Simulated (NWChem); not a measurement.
Molecule: CH₇NSi₂; SMILES [SiH3]/C=N\[SiH3]

```xyz
11

Si     0.3805     1.8113    -0.2133
C     -1.0309     0.5702     0.2032
N     -0.9569    -0.6916     0.3045
Si     0.4011    -1.7832     0.1159
H      1.4632     1.7248     0.8127
H     -0.1908     3.1908    -0.2193
H      0.9573     1.5048    -1.5571
H     -2.0300     1.0306     0.3738
H      0.5560    -2.5192     1.4027
H      1.7037    -1.1148    -0.2242
H      0.0491    -2.7396    -0.9718
```
Atoms are numbered in this order, from 1.

Geometry: optimised at PBE0/def2-SVP.

Q: Give the principal values of the shielding tensors (ppm) of Si1, C2, N3, Si4 from Hartree-Fock/6-31G* (spherical d), GIAO (NWChem), with their diamagnetic and paramagnetic parts as GIAO splits them.

A: 
```
atom     σ11     σ22    σ33  isotropic  diamagnetic  paramagnetic
----  ------  ------  -----  ---------  -----------  ------------
Si1    483.0   506.7  536.7      508.8        879.7        -370.9
C2    -116.6   -11.1  155.6        9.3        254.9        -245.6
N3    -752.9  -168.8  314.8     -202.3        326.6        -528.9
Si4    462.0   478.6  521.6      487.4        879.8        -392.3
```
